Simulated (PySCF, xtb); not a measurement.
AlCl2HSe, SMILES [Cl][Al]([Cl])[SeH]. One conformer was computed; it need not be the lowest.

Harmonic wavenumbers (cm⁻¹) from GFN2-xTB (xtb 6.7.1) at its own minimum, in rising order: 93, 107, 188, 194, 305, 482, 535, 637, 2036.

**Question.** What does PBE-D3(BJ)/def2-SVP (PySCF) give at its own minimum? (Estimate from the structure and the level; the computed values follow.)

**Answer.** 101, 126, 177, 236, 299, 538, 553, 629, 2357. Paired by order, the mean absolute difference is 54 cm⁻¹ and the zero-point energies are 6.5 and 7.2 kcal/mol.
